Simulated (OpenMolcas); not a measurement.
**CH3FGeO: a line through the functionals**

CH3FGeO has 7 atoms, charge 0, and is taken as a singlet. SMILES: `C[O][Ge][F]`. Geometry: relaxed at PBE0-D4/def2-TZVP. This is one conformer, not always the lowest.

The vertical ionisation energy (to the doublet cation) y, in eV, basis 6-31G(d); a is the functional's share of exact exchange. Programs: OpenMolcas 26.06.

```
functional     program     a  y (eV)
       PBE  OpenMolcas     0   10.02
    r2SCAN  OpenMolcas     0   10.23
     B3LYP  OpenMolcas   0.2       ?
      PBE0  OpenMolcas  0.25   10.36
     BHLYP  OpenMolcas   0.5   10.54
```

Q: Fit y = c + s·a to the known rows and predict B3LYP.

A: 
1. Means of the 4 rows: a = 0.1875, y = 10.287.
2. Σ(Δa)² = 0.17188, Σ(Δa·Δy) = 0.14437, so the slope is 0.14437/0.17188 = 0.83995.
3. Intercept: 10.287 − (0.83995) × 0.1875 = 10.130. The largest residual of the fit is 0.11.
4. B3LYP: 10.130 + (0.83995) × 0.2 = 10.30 eV.

The run gave 10.37 eV, so the prediction is off by -0.07 eV, within the largest residual. The rows mix families of semi-local functionals, which the line can't see.
